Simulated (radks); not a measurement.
Valence configurations of B I (all share [He]). All-electron calculation, non-relativistic Kohn-Sham, PBEsol, spin-polarised, spherical densities, point nucleus; open shells are filled with parallel spins first. Program: a radial shooting solver on a logarithmic mesh with Libxc functionals. Energies are relative to 2s2 2p1; eigenvalues in eV for spin up.

2s2 2p1: E (eV) 0.000; moment (Bohr magnetons) 1; e(2p) -3.977; e(2s) -9.817
2s1 2p2: E (eV) 3.129; moment (Bohr magnetons) 3; e(2p) -4.801; e(2s) -10.769
2p3: E (eV) 9.083; moment (Bohr magnetons) 3; e(2p) -5.154
2s1.5 2p1.5: E (eV) 1.970; moment (Bohr magnetons) 2; e(2p) -4.489; e(2s) -10.402
2s0.5 2p2.5: E (eV) 6.110; moment (Bohr magnetons) 3; e(2p) -4.984; e(2s) -10.939

NIST lists [He] 2s2 2p1 as the ground configuration; this level of theory agrees among the configurations tried. The energies are those of spherical high-spin densities, not of single terms.
